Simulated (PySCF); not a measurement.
Compound: C₆H₁₄N₂.
Atom-mapped SMILES: `[CH3:1][CH:2]([CH3:3])[N:4]([NH2:5])[CH:6]1[CH2:7][CH2:8]1`

NICS is the negative of the GIAO shielding at a point without a nucleus: at the ring centre (0) and 1 Å above and below it (1); zz is the component along the ring normal. Level: GIAO PBE0/pcSseg-1 (PySCF, non-relativistic, gas phase) on the GFN2-xTB geometry, one conformer.

Ring bond lengths (Å), with Mayer bond orders in brackets: C6–C7 1.501 (0.97), C7–C8 1.498 (0.99), C8–C6 1.497 (0.96).

**Question.** What do the NICS probes read (ppm)?

**Answer.** 
```csv
ring,type,NICS(0),"NICS(1), two faces","NICS(1)zz, two faces",rms pucker (Å),"centre to ring atoms, mean (Å)"
C6–C7–C8,3-membered carbocycle; formal bonds all single,-42.0,-7.9 / -9.4,-18.1 / -24.1,0.00,0.87
```

**Question.** What do they say, and how far can they be read as aromaticity?

**Answer.** 
- C6–C7–C8: mean NICS(1)zz -21.1 ppm, shielded. C6, C7, C8 have four or more neighbours; no verdict on aromaticity is drawn. The two faces differ by 6.0 ppm, so no symmetry operation interchanges them. NICS(0) lies 33 ppm below the mean NICS(1).

**Question.** What are the shieldings of the ring atoms and their hydrogens in the same run (means over atoms taken as equivalent)?

**Answer.** 
| atoms | environment | σ isotropic (ppm) | principal values of the symmetric part, first atom (ppm) |
| --- | --- | --- | --- |
| C6 | sp3 carbon bound to nitrogen | 145.2 | 101.0, 126.3, 208.3 |
| C7 (×2) | three-membered-ring carbon | 177.5 | 144.9, 174.8, 211.7 |
| H on C6 | methine hydrogen | 29.72 | 23.2, 29.8, 36.2 |
| H on C7 (×2) | methylene hydrogen | 31.22 | 26.1, 28.6, 39.0 |
| H on C7 (×2) | methylene hydrogen | 31.22 | 25.5, 26.6, 41.8 |

Shape of the structure used: `[CH3:1][CH:2]([CH3:3])[N:4]([NH2:5])[CH:6]1[CH2:7][CH2:8]1`: C1–C2–N4–N5 65°, C2–N4–C6–C7 147°, H–N5–N4–C2 -154°, H–N5–N4–C2 88°.
